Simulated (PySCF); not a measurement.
Dipole moment and polarisability of `Cc1nncnc1F`

C4H4FN3.
Structure used (GFN2-xTB), in Å, numbered top down from 1:
```
atom  x, y, z in Å
C1    -1.8577   -0.1438    0.3794
C2    -0.3903   -0.1606    0.1475
N3     0.3209   -1.1892    0.5745
N4     1.6110   -1.2309    0.3834
C5     2.2009   -0.2394   -0.2380
N6     1.5869    0.8476   -0.7110
C7     0.2967    0.8770   -0.5141
F8    -0.3695    1.9390   -0.9656
H9    -2.3851   -0.0850   -0.5719
H10   -2.1491   -1.0463    0.9078
H11   -2.1328    0.7329    0.9641
H12    3.2693   -0.3021   -0.3821
```

Level: CAM-B3LYP/def2-SVPD (PySCF), static field, nuclei fixed, core orbitals frozen in the response. The polarisability tensor in these axes (au):

```
x    84.00  -5.11  -4.25
y    -5.11  63.05 -10.40
z    -4.25 -10.40  47.98
```

Question: What are the eigenvalues, a third of the trace, and Δα (Δα² = ½Σ(αi − αj)² over the three pairs)?

Answer: Principal values 41.78, 67.97 and 85.28 au; mean 65.01 au = 9.63 Å³ = 10.72 × 10⁻⁴⁰ C²·m²/J; Δα = 37.93 au (58 % of the mean).

Question: What is the dipole moment, and where does it point?

Answer: (-1.34, 0.83, -0.22) D, 1.59 D in size, pointing from the negative to the positive side. Measured along this direction, the outermost atoms are H12 at the negative end and H11 and H9 at the positive end.

Question: Give the principal axes and the span of the nuclei along them.

Answer: Largest value along (0.98, -0.20, -0.06), where the nuclei span 5.57 Å; middle along (0.15, 0.86, -0.48), 3.74 Å; least along (0.14, 0.46, 0.87), 1.76 Å. The response follows the extents in order.

Question: In TDDFT the mean static polarisability is Σ f/ω² over all singlet excitations (ω in hartree). How much of it do the 8 lowest give? Their energies (eV) and oscillator strengths: 3.54, 0.0040; 4.35, 0.0004; 5.65, 0.0988; 5.99, 0.0010; 6.09, 0.0001; 6.71, 0.0057; 6.73, 0.1112; 7.02, 0.0015.

Answer: They add up to 4.50 au, 6.9 % of the 65.01 au; the largest single term is 2.29 au, from the state at 5.65 eV. Terms in order: 0.24, 0.02, 2.29, 0.02, 0.00, 0.09, 1.82, 0.02 au. Higher excitations give the rest. The strengths listed sum to 0.223.

Question: What molar refraction does this α imply?

Answer: Lorentz–Lorenz: R = (4π/3)N_A α = 2.5225 cm³/(mol·Å³) × 9.63 Å³ = 24.3 cm³/mol, in the limit of long wavelengths.

Isolated species at its GFN2-xTB geometry, gas phase.

These values come from a run that also computed excited states. Rough CPU time on one thread of a shared machine: about 60 s.
